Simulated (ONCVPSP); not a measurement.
# Varying the ONCV potential for W (Z = 74)

Base potential:

tungsten (W), optimised norm-conserving Vanderbilt (ONCV), made with ONCVPSP 4.0.1 (PBEsol, scalar-relativistic). Core [Kr] 4d10 4f14, reference 5s2 5p6 5d5 6s1. Waves: 5s+6s: rc 1.80 bohr, ncon 4, nbas 7, qcut 6 1/bohr, 2 projectors; 5p: rc 1.45 bohr, ncon 3, nbas 8, qcut 8.8 1/bohr, 3 projectors, debl 3.6 Ha; 5d: rc 1.75 bohr, ncon 4, nbas 8, qcut 5.8 1/bohr, 3 projectors, debl 3.7 Ha. Local part: polynomial inside 1.40 bohr (lpopt 5, dvloc0 0 Ha). Core correction: Teter function fitted to the true core (icmod 2), fcfact 0.55.

Cutoffs, loose and tight: the cutoffs (Ha) at which the residual kinetic energy of the hardest occupied pseudo-wave falls to 1 and 0.1 mHa per electron. They do not see the model core or the augmentation charge, which bear on the density cutoff. Test errors are all-electron minus pseudo excitation energies from the reference, over the configurations 5s2 5p6 5d4 6s2; 5s2 5p6 5d4 6s1; 5s2 5p6 5d4 6s0; 5s2 5p6 5d4 6s1 6p1. A dash means not determined; rows that change the core or the reference have their own tests.

A true bound ghost makes a file unfit for plane-wave use even where its test errors are small: the radial tests pick states by their node count and pass the ghost by.

| change | outcome | cutoff, loose | cutoff, tight | bound ghosts | GHOST(+) flags above zero | largest test error (meV) |
| --- | --- | --- | --- | --- | --- | --- |
| base | generated | 27 Ha | 33 Ha | none | s | -4.2 |
| local potential polynomial inside 1.10 bohr (lpopt 5, dvloc0 6 Ha) | generated | 27 Ha | 33 Ha | none | s | -4.2 |
| core correction Teter function, fcfact 5.5, rcfact 1.65 | generated | 27 Ha | 33 Ha | none | s | -8.6 |
| reference 5s2 5p6 5d4 6s2 | generated | 27 Ha | 33 Ha | none | s | -19 |
| p: rc 1.84 | generated | 20 Ha | 26 Ha | none | s | -4.0 |
| d: qcut 3.9 | generated | 59 Ha | 75 Ha | none | s, d | -5.5 |
| functional PBE | generated | 27 Ha | 33 Ha | none | s | +1.7 |
| local potential polynomial inside 1.40 bohr (lpopt 5, dvloc0 -2.5 Ha) | generated | 27 Ha | 33 Ha | none | s, p | -4.2 |
| all radii but the core radius scaled by about 1.18 (s 2.12, p 1.72, d 2.06 bohr); local potential polynomial inside 1.66 bohr (lpopt 5, dvloc0 0 Ha) | generated | 23 Ha | 28 Ha | none | none | -5.3 |
| s: nproj 3 | generated | 27 Ha | 33 Ha | none | s | -4.3 |
| p: debl 4.75 | generated | 27 Ha | 33 Ha | none | s | -4.2 |

Problem. What comes out with this change to the base: s: qcut 4.2; p: qcut 6.2; d: qcut 4.1?

Solution. outcome: generated; cutoff, loose: 43 Ha; cutoff, tight: 96 Ha; bound ghosts: d; GHOST(+) flags above zero: s, d; largest test error (meV): -2.7.
